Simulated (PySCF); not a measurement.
## Basis and Hamiltonian dependence of the excitation energy of Sc

Sc [Ar] 3d1 4s2 (2D) → Sc [Ar] 3d3 (4F). All values are computed (PySCF 2.14, energy differences of UHF-based or UKS calculations, no spin-orbit coupling). Values in eV.

```tsv
basis	Hamiltonian	functions	UHF	PBE	PBE0	MP2 (valence)	CCSD(T) (valence)	CCSD(T) (valence and next inner shell)
ANO-RCC-VTZP	spin-free X2C	59	4.892	3.335	3.633	4.970	5.001	4.813
aug-cc-pVDZ	non-relativistic	59	4.499	2.865	3.204	4.482	4.414	n/a
aug-cc-pVDZ-DK	spin-free X2C	59	4.682	3.040	3.393	4.667	4.591	n/a
x2c-TZVPPall	spin-free X2C	64	4.669	3.047	3.392	4.687	4.604	4.647
x2c-TZVPPall with one added diffuse shell each of s, p, d, f type	spin-free X2C	80	4.665	n/a	n/a	4.676	4.581	n/a
aug-cc-pVTZ	non-relativistic	93	4.491	2.840	3.183	4.491	4.407	n/a
def2-QZVPPD	non-relativistic	93	4.503	2.848	3.189	4.497	4.421	4.286
aug-cc-pVTZ-DK	spin-free X2C	93	4.673	n/a	n/a	4.677	4.585	n/a
x2c-QZVPPall	spin-free X2C	96	4.685	3.024	3.380	4.683	4.600	4.484
aug-cc-pwCVTZ	non-relativistic	127	4.499	2.836	3.183	4.482	n/a	n/a
aug-cc-pwCVTZ-DK	spin-free X2C	127	4.681	3.019	3.379	4.668	n/a	n/a
aug-cc-pwCVTZ-DK with one added diffuse shell each of s, p, d, f, g type	spin-free X2C	152	4.681	3.019	3.378	4.668	n/a	n/a
```

Frozen in the all-electron rows: valence and next inner shell: [Ne]; valence: [Ar].

Non-relativistic rows lack the scalar-relativistic shift.
